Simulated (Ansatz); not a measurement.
Program: Ansatz. Geometries: PBE0-D4/def2-TZVP. ΔE: electronic, gas phase. CCSD(T)/CBS adds triple-zeta CCSD(T) − MP2 to the extrapolated MP2 energy (def2 sets, frozen cores). DFT in def2-TZVPP. B3LYP here is the variant with VWN-RPA as its local correlation; programs differ in this. HSE06 is defined as in plane-wave codes. def2 core potentials past Kr. For Mo outer-core shells are correlated without core-valence functions, which leaves a few kJ/mol of doubt a bond. Each species was taken in one conformer, which may not be the lowest.

Reaction (formal exchange of groups at a Mo–F bond): `C[N]=[Mo](=[O])([OH])[F]` + `Cc1ccc(N(C)C)cc1` → `C[N]=[Mo](=[O])([OH])[N](C)C` + `Cc1ccc(F)cc1`

```
             level  ΔE (kJ/mol)  difference from CCSD(T)/CBS
       LDA (SPW92)         92.8                         14.6
            PBE-D4         85.9                          7.7
         r2SCAN-D4         87.3                          9.1
        r2SCAN0-D4         86.9                          8.7
          HSE06-D4         85.3                          7.1
            r2SCAN         86.9                          8.7
             B3LYP         81.8                          3.6
           r2SCANh         86.7                          8.5
           r2SCAN0         86.6                          8.4
             BHLYP         83.6                          5.4
  CCSD(T)/def2-SVP         75.8                         -2.4
    MP2/def2-TZVPP         79.6                          1.4
   CCSD/def2-TZVPP         76.7                         -1.5
SCS-MP2/def2-QZVPP         80.6                          2.4
      HF/CBS(def2)         80.0                          1.8
    CCSD/CBS(def2)         80.0                          1.8
       CCSD(T)/CBS         78.2                            0
```

Largest T1 diagnostic among the species: 0.022, so the coupled-cluster value is less sure than usual.

Leaving LDA and LC-ωPBE aside and taking each functional with its dispersion term where it has one, the values, not all of them listed here, spread over 7.6 kJ/mol, from BHLYP-D4 to revPBE-D4. LDA lies +7.3 kJ/mol from PBE without D4. From BLYP to BHLYP (50 % exact exchange), in def2-TZVPP and without D4, ΔE moves by +3.3 kJ/mol.
